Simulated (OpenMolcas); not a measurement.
# Ti2+ in NaCl

Ti2+ with its 6 nearest chloride ions at 2.69 Å, on the Na site of NaCl (a = 5.64056 Å, distance in the model lattice 2.820 Å). The rest of the host is ab initio model potentials to 7.6 Å, with orthogonalisation functions on the cations behind the ligands, and point charges beyond; the distance is set by hand and nothing relaxes, and no local charge compensation is placed. Ligand basis ANO-RCC-VDZP.

```
Program             : OpenMolcas 26.06
Method              : CASSCF
Basis               : ANO-RCC-VTZP [6s5p3d2f1g]
Scalar Hamiltonian  : DKH2, point nucleus
Active space        : 2 electrons in 5 orbitals (3d)
State averaging     : 2S+1 = 3 even, 10 roots; 2S+1 = 1 even, 15 roots
Spin-orbit coupling : state interaction with AMFI integrals over the reference wave functions
```

The lowest spin-free states (labels of O, the rotations of Oh), above the lowest:

```
State  Degeneracy  E (cm-1)  Free-ion L (%)
  3T1           3       0.0          F (97)
  3T2           3      5597         F (100)
  1T2           3     11421          D (77)
   1E           2     11902          D (59)
  3A2           1     12188         F (100)
  3T1           3     17278          P (97)
  1T2           3     19525          G (77)
  1A1           1     21026          G (91)
  1T1           3     21643         G (100)
   1E           2     25965          G (59)
  1A1           1     45659          S (91)
```

The lowest levels with spin-orbit coupling:

| E (cm-1) | Degeneracy | Label | 2S+1 |
| --- | --- | --- | --- |
| 0.0 | 2 | E | 3 |
| 4.5 | 3 | T2 | 3 |
| 175.0 | 3 | T1 | 3 |
| 261.5 | 1 | A1 | 3 |
| 5629 | 1 | A2 | 3 |
| 5654 | 3 | T2 | 3 |
| 5722 | 3 | T1 | 3 |
| 5725 | 2 | E | 3 |
| 11513 | 3 | T2 | 1 |
| 11993 | 2 | E | 1 |
| 12285 | 3 | T2 | 3 |
| 17259 | 1 | A1 | 3 |
| 17317 | 3 | T1 | 3 |
| 17426 | 3 | T2 | 3 |
| 17428 | 2 | E | 3 |
| 19622 | 3 | T2 | 1 |
| 21121 | 1 | A1 | 1 |
| 21736 | 3 | T1 | 1 |
| 26059 | 2 | E | 1 |
| 45754 | 1 | A1 | 1 |

Powder χT (cm3 K/mol): 0.046 at 2 K, 0.119 at 10 K, 0.351 at 50 K, 0.614 at 100 K, 0.949 at 200 K, 1.12 at 300 K. The effective moment at 300 K is 2.828 √(χT) = 3.00 μB.

The lowest level has 2S+1 = 3, for which the spin-only value is χT = S(S+1) / 2 = 1.000 cm3 K/mol (g = 2). The computed 1.123 at 300 K differs by +0.123, through orbital momentum, spin-orbit coupling and any other state in reach. With a threefold ground state the orbital momentum is unquenched, so the spin-only value is not expected to hold.

Metal share of the active 3d orbitals (Löwdin): 93, 93, 97, 97, 97 %; Mulliken charge of the metal 1.05.

A least-squares ligand-field fit to the states below 45000 cm-1, each weighted by its degeneracy and with a free common offset, gives 10Dq = 6682 cm-1, B = 832 cm-1 and C = 3033 cm-1 (C/B = 3.64), with an rms deviation of 105 cm-1.

The same method and metal basis give the free ion B = 891 cm-1 (fit to its terms below 60000 cm-1, rms deviation 68 cm-1), so the nephelauxetic ratio is β = 832 / 891 = 0.93; it hangs on how both fits weigh the states, and computed free-ion B values tend to be too large, so β mixes covalency with correlation.

An orbital triplet at a regular site is open to Jahn-Teller coupling, which can distort the site and quench the lowest spin-orbit gaps and is left out. Without dynamic correlation the repulsion within the d shell is too large (B by tens of per cent), so at a given field states of lower spin stand too high. Ligand-to-metal charge-transfer states are missing. With no ligand orbital active B as a rule stays too high, so bands that hang on it stand too high and its fall with covalency is understated. With metal d orbitals alone and no dynamic correlation the field as a rule comes out too small, by tens of per cent, by up to half for chloride and softer ligands. No measured value stands beside these numbers; the geometry was set by hand and not optimised.
